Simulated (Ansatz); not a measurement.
Ansatz (a quantum-chemistry and plane-wave program) input (B3LYP-D3(BJ)/def2-TZVP):

Ansatz 0.2 input:
```yaml
crystal:
  periodic: [false, false, false]
  atoms:
    - {symbol: Sb, position_ang: [0.28375404, 0.11655380, 0.10060683]}
    - {symbol: F, position_ang: [-0.91931721, 0.71699329, -1.17294688]}
    - {symbol: F, position_ang: [-0.68862232, -1.37746481, 0.60284152]}
basis:
  gaussian:
    orbitals: def2-TZVP
hamiltonian:
  xc: b3lyp
  dispersion: d3bj
total_charge: 1
phonons: {temperatures: {t_min: 298.15, t_max: 298.15, t_step: 100}}
```

Output:

```
Functional definition: B3LYP
integrals: 0.03 GiB planned
748 factors; their error is unknown
mean field: 0.32 GiB planned
mean field evaluation 1: about -11948.7165 eV, gradient 1.2e2 eV
mean field evaluation 2: about -11761.8785 eV, gradient 3.1e2 eV
mean field evaluation 4: about -11968.3221 eV, gradient 1.0e1 eV
mean field evaluation 8: about -11968.6360 eV, gradient 4.5e-1 eV
mean field evaluation 16: about -11968.6362 eV, gradient 4.5e-5 eV
mean field -11968.63616721 eV, -439.8392665122 hartree, gradient 4.5e-5 eV, S^2 0.000000; 0 other end points of the search recorded, 0 dependent functions left out
the calculation of the forces begins
reference -11968.63633068 eV, -439.8392725194 hartree; 20, 20 occupied and 92, 92 virtual orbitals, 748 factors
these checks for a lower state are left out or cut short: stability, starts, cluster_reference, orbital_swaps, neighbouring_geometries, increment
integrals: 0.03 GiB planned
748 factors; their error is unknown
mean field: 0.32 GiB planned
mean field -11968.63610040 eV, -439.8392640568 hartree, gradient 2.1e-6 eV, S^2 0.000000; 0 other end points of the search recorded, 0 dependent functions left out
the calculation of the forces begins
reference -11968.63626389 eV, -439.8392700650 hartree; 20, 20 occupied and 92, 92 virtual orbitals, 748 factors
these checks for a lower state are left out or cut short: stability, starts, cluster_reference, orbital_swaps, neighbouring_geometries, increment
integrals: 0.03 GiB planned
748 factors; their error is unknown
mean field: 0.32 GiB planned
mean field evaluation 32: about -11968.6361 eV, gradient 1.9e-6 eV
mean field -11968.63609754 eV, -439.8392639516 hartree, gradient 2.1e-6 eV, S^2 0.000000; 0 other end points of the search recorded, 0 dependent functions left out
the calculation of the forces begins
reference -11968.63626098 eV, -439.8392699578 hartree; 20, 20 occupied and 92, 92 virtual orbitals, 748 factors
these checks for a lower state are left out or cut short: stability, starts, cluster_reference, orbital_swaps, neighbouring_geometries, increment
integrals: 0.03 GiB planned
748 factors; their error is unknown
mean field: 0.32 GiB planned
mean field -11968.63613097 eV, -439.8392651802 hartree, gradient 2.2e-6 eV, S^2 0.000000; 0 other end points of the search recorded, 0 dependent functions left out
the calculation of the forces begins
reference -11968.63629447 eV, -439.8392711886 hartree; 20, 20 occupied and 92, 92 virtual orbitals, 748 factors
these checks for a lower state are left out or cut short: stability, starts, cluster_reference, orbital_swaps, neighbouring_geometries, increment
integrals: 0.03 GiB planned
748 factors; their error is unknown
mean field: 0.31 GiB planned
mean field -11968.63611069 eV, -439.8392644350 hartree, gradient 2.1e-6 eV, S^2 0.000000; 0 other end points of the search recorded, 0 dependent functions left out
the calculation of the forces begins
reference -11968.63627412 eV, -439.8392704409 hartree; 20, 20 occupied and 92, 92 virtual orbitals, 748 factors
these checks for a lower state are left out or cut short: stability, starts, cluster_reference, orbital_swaps, neighbouring_geometries, increment
integrals: 0.03 GiB planned
748 factors; their error is unknown
mean field: 0.32 GiB planned
mean field -11968.63613834 eV, -439.8392654510 hartree, gradient 2.2e-6 eV, S^2 0.000000; 0 other end points of the search recorded, 0 dependent functions left out
the calculation of the forces begins
reference -11968.63630178 eV, -439.8392714575 hartree; 20, 20 occupied and 92, 92 virtual orbitals, 748 factors
these checks for a lower state are left out or cut short: stability, starts, cluster_reference, orbital_swaps, neighbouring_geometries, increment
integrals: 0.03 GiB planned
748 factors; their error is unknown
mean field: 0.32 GiB planned
mean field evaluation 64: about -11968.6361 eV, gradient 2.3e-6 eV
mean field -11968.63614124 eV, -439.8392655574 hartree, gradient 2.4e-6 eV, S^2 0.000000; 0 other end points of the search recorded, 0 dependent functions left out
the calculation of the forces begins
reference -11968.63630472 eV, -439.8392715653 hartree; 20, 20 occupied and 92, 92 virtual orbitals, 748 factors
Total energy: -11968.70151497 eV, -439.8416679978 hartree
Atom 0 at     0.283754     0.116554     0.100607 Å, force    -0.000177    -0.000073    -0.000063 eV/Å
Atom 1 at    -0.919317     0.716993    -1.172947 Å, force     0.000095    -0.000020     0.000079 eV/Å
Atom 2 at    -0.688622    -1.377465     0.602842 Å, force     0.000082     0.000093    -0.000017 eV/Å
Dipole moment:     0.703211     0.288848     0.249328 e Å
Vibrations: 222.57 710.51 720.87 cm⁻¹, zero-point energy 0.102532 eV
```

It need not be the lowest isomer of its formula.
